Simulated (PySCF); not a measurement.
## Where the electron goes

Species: SbMe2(SiH3), C2H9SbSi.
Structure used (PBE0-D3(BJ)/def2-SVP), in Å, numbered top down from 1:
```xyz
13
C2H9SbSi angstrom
Sb     0.1142    0.1769    1.3036
C      1.9116    0.1034    0.0718
H      2.5186    0.9949    0.2844
H      1.6541    0.0819   -0.9962
H      2.4975   -0.7909    0.3263
C     -0.8694    1.6997    0.0920
H     -1.9330    1.7558    0.3628
H     -0.7750    1.4725   -0.9790
H     -0.4001    2.6713    0.3022
Si    -1.0071   -1.7481    0.0081
H     -0.8464   -1.5452   -1.4685
H     -2.4696   -1.8082    0.3195
H     -0.3953   -3.0640    0.3730
```

Method used: TDDFT wB97X-D/def2-SVPD, vertical, gas phase, core orbitals frozen in the response, def2 core potentials past Kr in PySCF 2.14.0, density-fitted response routines. Spin–orbit coupling is left out.

Kohn–Sham orbitals with the atoms that hold most of them (Löwdin shares over 4%, at most four atoms; ? is withheld):

```tsv
orbital	ε (eV)	atoms
HOMO-3	-11.64	Si10 42%, H11 33%, H13 9%, H12 9%
HOMO-2	-10.24	C2 26%, C6 26%, Sb1 24%, H5 5%
HOMO-1	-9.60	?
HOMO	-8.26	?
LUMO	1.32	Sb1 43%, Si10 24%, H11 8%, C2 6%
LUMO+1	1.43	Sb1 42%, C6 13%, C2 13%, Si10 12%
LUMO+2	2.02	Sb1 34%, Si10 28%, C2 7%, C6 6%
```

(1) Which atoms hold the HOMO-1, and with what shares?

(2) Which atoms hold the HOMO, and with what shares?

(3) The HOMO–LUMO gap is 9.58 eV. Where does the response calculation put the lowest singlet, and from which orbitals?

(4) Give energy, strength and leading configuration of S1, S2 and S4, and follow the Löwdin shares of the leading atoms from the occupied to the empty orbital.

## Answers

(1) Sb1 (bonded to 2 C and Si) 33%; Si10 (bonded to Sb and 3 H) 23%; C6 (bonded to Sb and 3 H) 13%; C2 (bonded to Sb and 3 H) 13%. By element: antimony 33%, carbon 26%, silicon 23%.

(2) Sb1 (bonded to 2 C and Si) 60%; Si10 (bonded to Sb and 3 H) 14%; C2 (bonded to Sb and 3 H) 8%; C6 (bonded to Sb and 3 H) 8%. By element: antimony 60%, carbon 17%, silicon 14%.

(3) S1 is at 5.33 eV (f = 0.047), 4.25 eV below the gap, made of HOMO→LUMO+1 (95%). Its leading pair isn't HOMO and LUMO; the energies of that pair differ by 9.70 eV. 

(4) 
- S1 (5.33 eV, f 0.047), HOMO→LUMO+1 (95%): Sb1 60% → 42%, Si10 14% → 12%, C6 8% → 13%
- S2 (5.61 eV, f 0.247), HOMO→LUMO (92%): Sb1 60% → 43%, Si10 14% → 24%
- S4 (6.73 eV, f 0.057), HOMO-1→LUMO+1 (76%): Sb1 33% → 42%, Si10 23% → 12%, C6 13% → 13%

Löwdin shares depend on the basis, the more so with diffuse functions.

Hardware: one thread, x86-64 server (shared host). Cost: 26 s wall.
